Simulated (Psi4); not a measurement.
C₂H₂, charge -1, doublet, geometry from GFN2-xTB (a state made from the parent by changing its charge; the spin is typed, not shown lowest) (a gas-phase anion, which may not be bound at this level), atoms displaced at random by about 0.08 Å a coordinate; Psi4 with HF/cc-pVDZ, gradient.

The Psi4 input:
```
memory 2 GB

molecule mol {
-1 2
C    -0.593014    0.270951   -0.342303
C     0.627819   -0.114573    0.192281
H    -1.564532   -0.043990    0.030199
H     1.004227   -0.495726    1.019368
symmetry c1
no_reorient
no_com
}

set {
  basis cc-pvdz
  reference uhf
}

gradient('scf')
print_variables()
```

Predict the main parts of the log of this Psi4 run.


```
gradient() will perform analytic gradient computation.

   => Loading Basis Set <=

    Name: CC-PVDZ
    Role: ORBITAL
    Keyword: BASIS

         ---------------------------------------------------------
                                   SCF
               by Justin Turney, Rob Parrish, Andy Simmonett
                          and Daniel G. A. Smith
                              UHF Reference
         ---------------------------------------------------------

  ==> Geometry <==

    Molecular point group: c1
    Full point group: C1

    Geometry (in Angstrom), charge = -1, multiplicity = 2:

       Center              X                  Y                   Z               Mass
    ------------   -----------------  -----------------  -----------------  -----------------
         C           -0.593014000000     0.270951000000    -0.342303000000    12.000000000000
         C            0.627819000000    -0.114573000000     0.192281000000    12.000000000000
         H           -1.564532000000    -0.043990000000     0.030199000000     1.007825032230
         H            1.004227000000    -0.495726000000     1.019368000000     1.007825032230

  Running in c1 symmetry.

  Rotational constants: A =     14.41062  B =      1.08829  C =      1.01684 [cm^-1]
  Rotational constants: A = 432019.60873  B =  32626.22712  C =  30483.97518 [MHz]
  Nuclear repulsion =   22.928037099908732

  Charge       = -1
  Multiplicity = 2
  Electrons    = 15
  Nalpha       = 8
  Nbeta        = 7

  ==> Algorithm <==

  SCF Algorithm Type is DF.
  DIIS enabled.
  MOM disabled.
  Fractional occupation disabled.
  Guess Type is SAD.
  Energy threshold   = 1.00e-08
  Density threshold  = 1.00e-08
  Integral threshold = 1.00e-12

  ==> Primary Basis <==

  Basis Set: CC-PVDZ
    Blend: CC-PVDZ
    Number of shells: 18
    Number of basis functions: 38
    Number of Cartesian functions: 40
    Spherical Harmonics?: true
    Max angular momentum: 2

   => Loading Basis Set <=

    Name: (CC-PVDZ AUX)
    Role: JKFIT
    Keyword: DF_BASIS_SCF

  ==> Integral Setup <==

  SCF_SUBTYPE=INCORE selected. In-core MEM_DF algorithm will be used.
  Using in-core AOs.

  ==> MemDFJK: Density-Fitted J/K Matrices <==

    J tasked:                   Yes
    K tasked:                   Yes
    wK tasked:                   No
    Algorithm:                 Core
    Schwarz Cutoff:           1E-12
    Mask sparsity (%):       0.0000
    Fitting Condition:        1E-10

   => Auxiliary Basis Set <=

[...]
   @DF-UHF iter  90:   -76.69672422224477    8.44178e-05   2.25800e-04 DIIS/ADIIS
   @DF-UHF iter  91:   -76.69670249500298    2.17272e-05   2.50174e-04 DIIS/ADIIS
   @DF-UHF iter  92:   -76.69680798405082   -1.05489e-04   2.23775e-04 DIIS/ADIIS
   @DF-UHF iter  93:   -76.69684819688025   -4.02128e-05   2.27348e-04 DIIS/ADIIS
   @DF-UHF iter  94:   -76.69686919891124   -2.10020e-05   2.18788e-04 DIIS/ADIIS
   @DF-UHF iter  95:   -76.69847669741591   -1.60750e-03   2.16740e-04 DIIS/ADIIS
   @DF-UHF iter  96:   -76.69730537942701    1.17132e-03   2.12039e-04 DIIS/ADIIS
   @DF-UHF iter  97:   -76.69729054720571    1.48322e-05   2.15145e-04 DIIS/ADIIS
   @DF-UHF iter  98:   -76.69770773504416   -4.17188e-04   1.86462e-04 DIIS/ADIIS
   @DF-UHF iter  99:   -76.69738944088215    3.18294e-04   1.42308e-04 DIIS/ADIIS
   @DF-UHF iter 100:   -76.69758977768566   -2.00337e-04   1.49781e-04 DIIS/ADIIS

PsiException: Could not converge SCF iterations in 100 iterations.

  Failed to converge.

Traceback (most recent call last):
  File "psi4", line 375, in <module>
  File "<string>", line 28, in <module>
  File "site-packages/psi4/driver/driver.py", line 646, in gradient
  File "site-packages/psi4/driver/procrouting/proc.py", line 96, in select_scf_gradient
  File "site-packages/psi4/driver/procrouting/proc.py", line 2860, in run_scf_gradient
  File "site-packages/psi4/driver/procrouting/proc.py", line 2760, in run_scf
  File "site-packages/psi4/driver/procrouting/proc.py", line 2047, in scf_helper
  File "site-packages/psi4/driver/procrouting/scf_proc/scf_iterator.py", line 93, in scf_compute_energy
  File "site-packages/psi4/driver/procrouting/scf_proc/scf_iterator.py", line 86, in scf_compute_energy
  File "site-packages/psi4/driver/procrouting/scf_proc/scf_iterator.py", line 609, in scf_iterate

psi4.driver.p4util.exceptions.SCFConvergenceError: Could not converge SCF iterations in 100 iterations.

Printing out the relevant lines from the Psithon --> Python processed input file:
    no_com
    ""","mol")
    core.IO.set_default_namespace("mol")
    core.set_global_option("BASIS", "cc-pvdz")
    core.set_global_option("REFERENCE", "uhf")
--> gradient('scf')
    print_variables()

!-------------------------------------------------------!
!                                                       !
!  Could not converge SCF iterations in 100 iterations. !
!                                                       !
!-------------------------------------------------------!
```

The run did not converge; its last values are not results.
